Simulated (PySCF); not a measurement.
CH10N2Si2, SMILES NC[SiH2][SiH2]N. Atoms are numbered in the order given.

```xyz
15

N     -2.6273    -0.7623     0.0616
C     -2.0938     0.5771     0.3439
Si    -0.3686     0.9280    -0.4147
Si     1.2613    -0.5612     0.4265
N      2.8427    -0.4775    -0.3112
H     -2.0009    -1.4835     0.4204
H     -2.6831    -0.9177    -0.9457
H     -2.8129     1.3321    -0.0192
H     -2.0517     0.7229     1.4374
H     -0.4694     0.7352    -1.8990
H      0.0721     2.3435    -0.1814
H      1.4302    -0.3062     1.8902
H      0.7505    -1.9570     0.2475
H      2.9254    -0.7477    -1.2882
H      3.3978     0.3580    -0.1435
```
Charge 0, spin multiplicity 1.

Coordinates come from a B3LYP-D3(BJ)/def2-SVP optimisation. This is a generated structure with no PubChem entry under its InChIKey; it may be hypothetical. One conformer was computed; it need not be the lowest.

Computed with PBE/def2-TZVP (PySCF).

```json
{
  "total_energy": "-732.20256 hartree",
  "highest_occupied_level": "-5.13 eV",
  "lowest_empty_level": "-1.17 eV",
  "orbital_gap": "3.96 eV",
  "dipole_moment": "1.61 D",
  "quadrupole, principal values (traceless, Buckingham form, about the centre of nuclear charge)": "-5.85, -0.01, 5.86 D·Å",
  "mean_static_polarisability": "90.7 bohr³ (13.44 Å³)",
  "polarisability_principal_values": "77.1, 87.0, 108.1 bohr³"
}
```
